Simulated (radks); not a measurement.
Values are calculated unless marked as measured or tabulated.
Excited configurations of the rubidium ion Rb36+: one electron is placed in a higher orbital outside the bare nucleus. The ground configuration is 1s1. Code: a radial shooting solver on a logarithmic mesh with Libxc functionals. Model: scalar-relativistic Kohn-Sham, SCAN, spin-polarised, spherical densities, finite nucleus; open shells are filled with parallel spins first (spin-orbit coupling, left out, can overturn this in heavy ions); meta-GGA in the generalised Kohn-Sham scheme; Fermi nuclear charge, rms radius 4.2036 fm. Excitation = E - E(ground); binding = E(ion) - E, where the ion is the core of charge +37; n* = 37/sqrt(2 binding) in atomic units. These energies are relativistic, and a one-electron ion of charge +37 with no core already has n* below n in this formula (scalar-relativistic equation, point nucleus: 2p 1.989, 3d 2.995, 4p 3.983, 4f 3.996, 5d 4.991, 6d 5.990, 7d 6.989). The quantum defect is therefore taken as that value minus n*, so that it holds no relativistic shift of the bare ion.

| outer orbital | excitation (eV) | binding (eV) | quantum defect | eigenvalue (eV) | <r> (bohr) |
|---|---|---|---|---|---|
| 2p | 14288.5 | 4690.9 | -0.003 | -4630.4 | 0.1334 |
| 3d | 16911.6 | 2067.8 | -0.007 | -2036.2 | 0.2829 |
| 4p | 17806.0 | 1173.5 | -0.002 | -1160.4 | 0.6158 |
| 4f | 17818.4 | 1161.1 | -0.009 | -1142.4 | 0.4862 |
| 5d | 18233.0 | 746.42 | -0.005 | -737.55 | 0.9291 |
| 6d | 18461.0 | 518.45 | -0.004 | -512.56 | 1.374 |
| 7d | 18598.5 | 380.93 | -0.003 | -376.73 | 1.900 |

The Delta-SCF ionisation energy is 18979.4 eV (NIST Atomic Spectra Database: 18965.5 eV, theoretical). Self-interaction in the functional shifts the binding energies and quantum defects, so they are the method's values and not measured ones.
